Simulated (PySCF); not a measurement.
Excitation energy of Cr(2+) by level of theory

Cr(2+) [Ar] 3d4 (5D) → Cr(2+) [Ar] 3d3 4p1 (high-spin determinant), as a difference of total energies. All numbers are calculated (PySCF 2.14, scalar relativity by spin-free X2C-1e, in x2c-QZVPPall). Correlated levels: valence: [Ar] frozen; valence and next inner shell: [Ne] frozen. The calculations carry no spin-orbit coupling.

| method | excitation energy (cm⁻¹) |
| --- | --- |
| UHF | 89092 |
| LDA | 96203 |
| PBE | 93363 |
| PBE0 | 93902 |
| r2SCAN | 92226 |
| B97-3 | 93657 |
| M06-2X | 94397 |
| TPSSh | 92774 |
| BLYP | 92058 |
| MP2 (valence) | 93013 |
| SCS-MP2 (valence) | 90399 |
| MP2 (valence and next inner shell) | 96350 |
| SCS-MP2 (valence and next inner shell) | 93699 |

A first-order spin-orbit estimate (lowest level to lowest level, LS coupling) adds -0.052 eV.

The basis was made for the ground configuration and has no added diffuse functions, so the excitation energy can come out too high.

The determinant of the upper state mixes LS terms, which raises its energy above the lowest term, most at the Hartree-Fock and MP2 levels.
